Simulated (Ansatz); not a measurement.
Total energies of GeH2MePh (C7H10Ge) from Ansatz at PBE0-D4/def2-TZVP, gas phase (1 Eh = 27.2114 eV = 2625.5 kJ/mol). The reference geometry is relaxed at PBE0-D4/def2-SVP.

```tsv
state	geometry	energy (Eh)
charge 0 singlet	reference	-2349.28239
charge 1 doublet	reference	-2348.95392
charge 1 doublet	relaxed at PBE0-D4/def2-SVP	-2348.95999
free Ge atom (triplet)	–	-2076.65516
free H atom (doublet)	–	-0.50104
free C atom (triplet)	–	-37.80537
```

Problem. Work out the vertical ionisation energy to the doublet.

Solution. E(charge 1 doublet) − E(charge 0 singlet) = -2348.95392 − (-2349.28239) = 0.32847 Eh = 8.94 eV. For comparison, −ε of the highest occupied level is 7.23 eV at this level, 1.71 eV less.

Problem. How much does the charge 1 doublet relax, and what is the adiabatic ionisation energy?

Solution. Relaxation: -2348.95392 − (-2348.95999) = 0.00607 Eh = 0.17 eV. Adiabatic ionisation energy: 0.32240 Eh = 8.77 eV, without zero-point energy. 

Problem. What is the binding energy per atom against free atoms?

Solution. Atoms: 1 × (-2076.65516) + 10 × (-0.50104) + 7 × (-37.80537) = -2346.30315 Eh. Binding: -2346.30315 − (-2349.28239) = 2.97924 Eh = 81.07 eV, or 4.50 eV for each of 18 atoms (no zero-point energy, no counterpoise term).
